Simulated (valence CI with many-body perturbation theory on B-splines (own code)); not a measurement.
Se I: electric-dipole lines

Method: valence CI with perturbative core correlation (CI+MBPT): six valence electrons over a frozen Dirac-Fock core [Ar] 3d10, radial functions for each j: 9 s, 9 p, 8 d, 6 f, 3 g, 1 h, with the one-electron correlation potential Σ1 (screened to all orders), the two-electron term Σ2, the three-electron term Σ3, Breit, model QED; selected single and double excitations, second order for the rest, scaled by the run's own slope (own B-spline code, finite nucleus).

Set against measurement, 24 paired levels are off by 203 cm⁻¹ on average, the worst by 344. These come from a selection out of the NIST Handbook of Basic Atomic Spectroscopic Data. Levels without a partner in it may be off by more. Among the levels kept, up to 1600 cm⁻¹ of a level comes from second order outside the variational space, and about a tenth of that is noise between levels of different J, which matters for small intervals.

Lines 51 to 100 of 103 in falling wavelength, among levels below 68042 cm⁻¹, chosen from the strongest by gf and those to the six lowest levels. Wavelengths and rates use the calculated energies, so an error of 200 cm⁻¹ moves a line at 903.9 nm by 1.8 % and its rate by three times that or more. Electric multipoles are in the length gauge, E1 and E2 with the static RPA response of the core. Weak lines are less certain than strong ones. Lines between different terms over intervals too small for the method are left out, as are lines whose strength nearly cancels and 8 of this kind that miss the measured wavelength by over 7 %. The highest levels of a list are the least certain.

| λ vac (nm) | λ from measured levels | Upper | Lower | A (s⁻¹) | S (a.u.) |
| --- | --- | --- | --- | --- | --- |
| 903.9 | 892.1 | 4s2.4p3.5p 5P_3 | 4s2.4p3.5s 5S°_2 | 3.06e+07 | 7.81e+01 |
| 810.6 | 803.9 | 4s2.4p3.5p 3P_1 | 4s2.4p3.5s 5S°_2 | 2.58e+05 | 2.04e-01 |
| 806.6 | 800.3 | 4s2.4p3.5p 3P_2 | 4s2.4p3.5s 5S°_2 | 6.16e+05 | 7.98e-01 |
| 353.9 | 350.3 | 4s2.4p3.5s 3S°_1 | 4s2.4p4 1S_0 | 8.76e+02 | 5.75e-05 |
| 260.5 | 259.0 | 4s2.4p3.5s 5S°_2 | 4s2.4p4 1D_2 | 4.19e+01 | 1.83e-06 |
| 255.9 | 254.9 | 4s2.4p3.5s 3D°_1 | 4s2.4p4 1S_0 | 6.69e+05 | 1.66e-02 |
| 246.6 | 244.3 | 4s2.4p3.4d 5D°_1 | 4s2.4p4 1S_0 | 1.86e+03 | 4.12e-05 |
| 242.4 | 241.4 | 4s2.4p3.5s 3S°_1 | 4s2.4p4 1D_2 | 7.16e+05 | 1.51e-02 |
| 235.4 | 233.4 | 4s2.4p3.4d 3D°_1 | 4s2.4p4 1S_0 | 7.40e+04 | 1.43e-03 |
| 228.6 |  | 4s2.4p3.6s 3S°_1 | 4s2.4p4 1S_0 | 8.16e+01 | 1.44e-06 |
| 217.3 | 216.5 | 4s2.4p3.5s 5S°_2 | 4s2.4p4 3P_1 | 2.72e+05 | 6.89e-03 |
| 208.4 | 207.5 | 4s2.4p3.5s 5S°_2 | 4s2.4p4 3P_2 | 1.51e+06 | 3.36e-02 |
| 207.1 | 206.3 | 4s2.4p3.5s 3S°_1 | 4s2.4p4 3P_0 | 4.79e+07 | 6.29e-01 |
| 204.5 | 204.0 | 4s2.4p3.5s 3S°_1 | 4s2.4p4 3P_1 | 1.42e+08 | 1.80e+00 |
| 196.6 | 196.1 | 4s2.4p3.5s 3S°_1 | 4s2.4p4 3P_2 | 2.92e+08 | 3.29e+00 |
| 192.0 | 191.9 | 4s2.4p3.5s 3D°_1 | 4s2.4p4 1D_2 | 7.39e+06 | 7.75e-02 |
| 191.7 | 191.4 | 4s2.4p3.5s 3D°_2 | 4s2.4p4 1D_2 | 4.41e+06 | 7.68e-02 |
| 190.4 | 189.9 | 4s2.4p3.5s 3D°_3 | 4s2.4p4 1D_2 | 2.20e+06 | 5.24e-02 |
| 186.8 | 185.8 | 4s2.4p3.4d 5D°_3 | 4s2.4p4 1D_2 | 2.90e+04 | 6.53e-04 |
| 186.7 | 185.9 | 4s2.4p3.4d 5D°_2 | 4s2.4p4 1D_2 | 2.12e+07 | 3.41e-01 |
| 186.7 | 185.8 | 4s2.4p3.4d 5D°_1 | 4s2.4p4 1D_2 | 1.92e+04 | 1.85e-04 |
| 185.9 | 185.5 | 4s2.4p3.5s 1D°_2 | 4s2.4p4 1D_2 | 3.43e+08 | 5.44e+00 |
| 180.4 | 179.5 | 4s2.4p3.4d 3D°_2 | 4s2.4p4 1D_2 | 9.43e+06 | 1.37e-01 |
| 180.3 | 179.3 | 4s2.4p3.4d 3D°_3 | 4s2.4p4 1D_2 | 1.56e+06 | 3.16e-02 |
| 180.2 | 179.5 | 4s2.4p3.4d 3D°_1 | 4s2.4p4 1D_2 | 9.79e+04 | 8.49e-04 |
| 178.1 |  | 4s2.4p3.6s 5S°_2 | 4s2.4p4 1D_2 | 1.94e+04 | 2.70e-04 |
| 176.2 |  | 4s2.4p3.6s 3S°_1 | 4s2.4p4 1D_2 | 1.16e+05 | 9.37e-04 |
| 169.2 | 169.1 | 4s2.4p3.5s 3D°_1 | 4s2.4p4 3P_0 | 4.21e+07 | 3.02e-01 |
| 167.5 | 167.5 | 4s2.4p3.5s 3D°_1 | 4s2.4p4 3P_1 | 7.48e+07 | 5.20e-01 |
| 167.3 | 167.1 | 4s2.4p3.5s 3D°_2 | 4s2.4p4 3P_1 | 6.09e+07 | 7.03e-01 |
| 165.0 | 164.3 | 4s2.4p3.4d 5D°_1 | 4s2.4p4 3P_0 | 3.17e+05 | 2.11e-03 |
| 163.7 | 162.9 | 4s2.4p3.4d 5D°_0 | 4s2.4p4 3P_1 | 1.35e+06 | 2.92e-03 |
| 163.4 | 162.9 | 4s2.4p3.4d 5D°_2 | 4s2.4p4 3P_1 | 1.57e+04 | 1.69e-04 |
| 163.4 | 162.9 | 4s2.4p3.4d 5D°_1 | 4s2.4p4 3P_1 | 7.70e+04 | 4.98e-04 |
| 162.8 | 162.6 | 4s2.4p3.5s 1D°_2 | 4s2.4p4 3P_1 | 2.65e+06 | 2.82e-02 |
| 162.1 | 162.1 | 4s2.4p3.5s 3D°_1 | 4s2.4p4 3P_2 | 9.83e+06 | 6.20e-02 |
| 161.9 | 161.7 | 4s2.4p3.5s 3D°_2 | 4s2.4p4 3P_2 | 8.21e+07 | 8.61e-01 |
| 161.0 | 160.6 | 4s2.4p3.5s 3D°_3 | 4s2.4p4 3P_2 | 1.29e+08 | 1.86e+00 |
| 159.9 | 159.3 | 4s2.4p3.4d 3D°_1 | 4s2.4p4 3P_0 | 1.58e+08 | 9.57e-01 |
| 158.6 | 158.0 | 4s2.4p3.4d 3D°_2 | 4s2.4p4 3P_1 | 2.14e+08 | 2.10e+00 |
| 158.4 | 157.8 | 4s2.4p3.4d 5D°_3 | 4s2.4p4 3P_2 | 6.16e+04 | 8.47e-04 |
| 158.4 | 158.0 | 4s2.4p3.4d 3D°_1 | 4s2.4p4 3P_1 | 1.38e+08 | 8.14e-01 |
| 158.4 | 157.8 | 4s2.4p3.4d 5D°_2 | 4s2.4p4 3P_2 | 3.42e+05 | 3.35e-03 |
| 158.4 | 157.8 | 4s2.4p3.4d 5D°_1 | 4s2.4p4 3P_2 | 5.01e+05 | 2.94e-03 |
| 157.8 | 157.5 | 4s2.4p3.5s 1D°_2 | 4s2.4p4 3P_2 | 2.35e+07 | 2.28e-01 |
| 156.8 |  | 4s2.4p3.6s 5S°_2 | 4s2.4p4 3P_1 | 2.73e+01 | 2.59e-07 |
| 156.8 |  | 4s2.4p3.6s 3S°_1 | 4s2.4p4 3P_0 | 1.14e+07 | 6.53e-02 |
| 155.3 |  | 4s2.4p3.6s 3S°_1 | 4s2.4p4 3P_1 | 3.27e+07 | 1.82e-01 |
| 153.8 | 153.2 | 4s2.4p3.4d 3D°_2 | 4s2.4p4 3P_2 | 8.93e+07 | 8.01e-01 |
| 153.7 | 153.0 | 4s2.4p3.4d 3D°_3 | 4s2.4p4 3P_2 | 3.20e+08 | 4.01e+00 |
